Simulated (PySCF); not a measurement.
## Static response to an electric field

Compound: Cu(NH3)Br (singlet state).
Structure used (PBE0-D3(BJ)/def2-SVP), in Å, numbered top down from 1:
```xyz
6
BrCuH3N angstrom
Cu    -0.0064    0.0054   -1.1236
N      0.0002   -0.0025    0.8275
H     -0.4122    0.8456    1.2197
H      0.9462   -0.0703    1.2067
H     -0.5260   -0.7889    1.2122
Br    -0.0019    0.0107   -3.3425
```

Level: PBE0/def2-SVPD (PySCF), static field, nuclei fixed, core orbitals frozen in the response. The polarisability tensor in these axes (au):

```
x   49.96  0.00 -0.02
y    0.00 49.97 -0.06
z   -0.02 -0.06 73.30
```

**Question.** What are the eigenvalues, a third of the trace, and Δα (Δα² = ½Σ(αi − αj)² over the three pairs)?

**Answer.** Principal values 49.96, 49.97 and 73.30 au; mean 57.74 au = 8.56 Å³ = 9.52 × 10⁻⁴⁰ C²·m²/J; Δα = 23.34 au (40 % of the mean).

**Question.** What is the dipole moment, and where does it point?

**Answer.** (0.01, -0.03, 9.22) D, 9.22 D in size, pointing from the negative to the positive side. Measured along this direction, the outermost atoms are Br6 at the negative end and H3, H5 and H4 at the positive end.

**Question.** Rayleigh depolarisation ratio (linearly polarised light, static tensor)?

**Answer.** ρ = 3Δα²/(45ᾱ² + 4Δα²) = 1633.9/(150041 + 2178.6) = 0.0107.

**Question.** Find the Langevin capture rate constant for NO+ (29.998 u) meeting this molecule (158.874 u), k = 2.342 × 10⁻⁹ cm³/s × √(α in Å³ / reduced mass in u).

**Answer.** The reduced mass is 25.23 u, so k = 1.36 × 10⁻⁹ cm³/s. The formula leaves out the permanent dipole, which adds to the capture rate.

**Question.** Sum over states: ᾱ = Σ f/ω², ω in Eh. What share falls to these 15 lowest TDDFT singlets (eV, f)? 4.25, 0.0064; 4.25, 0.0064; 4.71, 0.0195; 5.07, 0.0000; 5.07, 0.0000; 5.65, 0.0000; 5.65, 0.0000; 5.65, 0.0000; 5.70, 0.0018; 5.70, 0.0018; 5.91, 0.0481; 5.99, 0.0096; 5.99, 0.0095; 6.09, 0.1533; 6.09, 0.1533.

**Answer.** They add up to 8.80 au, 15.2 % of the 57.74 au; the largest single term is 3.06 au, from the state at 6.09 eV. Terms in order: 0.26, 0.26, 0.65, 0.00, 0.00, 0.00, 0.00, 0.00, 0.04, 0.04, 1.02, 0.20, 0.20, 3.06, 3.06 au. Higher excitations give the rest. The strengths listed sum to 0.410.

Geometry: PBE0-D3(BJ)/def2-SVP; no solvent, vibrations or thermal averaging. The calculation is non-relativistic, for bromine too.
